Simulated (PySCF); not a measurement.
PySCF 2.14 output of an unrestricted B2PLYP calculation on a single atom or ion in aug-cc-pVTZ-PP with ECP28MDF (6s5p4d2f, 55 functions), with a scalar-relativistic core potential:

```
SCF conv_tol = 1e-09
number electrons alpha = 13  beta = 12
    A. D. Becke.,  Phys. Rev. A 38, 3098 (1988)
    C. Lee, W. Yang, and R. G. Parr.,  Phys. Rev. B 37, 785 (1988)
    B. Miehlich, A. Savin, H. Stoll, and H. Preuss.,  Chem. Phys. Lett. 157, 200 (1989)
cycle= 1 E= -294.94418480279  delta_E= -0.00274  |g|= 0.0139  |ddm|= 0.228
cycle= 2 E= -294.944344496557  delta_E= -0.00016  |g|= 0.0079  |ddm|= 0.0647
cycle= 3 E= -294.944372098079  delta_E= -2.76e-05  |g|= 0.00165  |ddm|= 0.0164
cycle= 4 E= -294.944376660715  delta_E= -4.56e-06  |g|= 0.000404  |ddm|= 0.0103
cycle= 5 E= -294.944376894108  delta_E= -2.33e-07  |g|= 2.53e-05  |ddm|= 0.00266
cycle= 6 E= -294.94437689474  delta_E= -6.32e-10  |g|= 1.22e-06  |ddm|= 0.000118
converged SCF energy = -294.94437689474  <S^2> = 0.76127502  2S+1 = 2.0112434
```

The run itself started from symmetry-adapted Hartree-Fock orbitals and held the occupation by maximum overlap, on a logarithmic radial grid, so the iterations belong to that start.

Which element, charge and spin multiplicity is this?

I (iodine, neutral), multiplicity 2; the state was [Kr] 4d10 5s1 5p6, 2S determinant (an excited configuration). The SCF energy lacks the PT2 part of the double hybrid.

Energies and moments cover only the electrons outside the core potential.
